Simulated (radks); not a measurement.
Coulomb parameter of the 4d shell of the silver ion Ag3+ in the model configuration [Kr] 4d6.5 5s1.5, as a second difference U = [E(n + 0.25) + E(n - 0.25) - 2 E(n)] / (0.25)^2 with all orbitals relaxed. "Bare": the charge of the atom changes with n. "Screened": the 5s shell takes up the change at fixed total charge, which measures U(4d,4d) + U(5s,5s) - 2 U(4d,5s). Calculated with a radial shooting solver on a logarithmic mesh with Libxc functionals: Dirac Kohn-Sham, PBE, spin-unpolarised, spherical densities, finite nucleus; open shells are shared between the two j in proportion to 2j + 1; Fermi nuclear charge, rms radius 4.5454 fm.

[
 {"case": "start", "configuration": "[Kr] 4d6.5 5s1.5", "E - E(n) (eV)": "0.000"},
 {"case": "bare +0.25", "configuration": "[Kr] 4d6.75 5s1.5", "E - E(n) (eV)": "-12.121"},
 {"case": "bare -0.25", "configuration": "[Kr] 4d6.25 5s1.5", "E - E(n) (eV)": "13.123"},
 {"case": "screened +0.25", "configuration": "[Kr] 4d6.75 5s1.25", "E - E(n) (eV)": "-3.942"},
 {"case": "screened -0.25", "configuration": "[Kr] 4d6.25 5s1.75", "E - E(n) (eV)": "4.106"}
]

U(bare) = 16.035 eV, U(screened by 5s) = 2.619 eV.
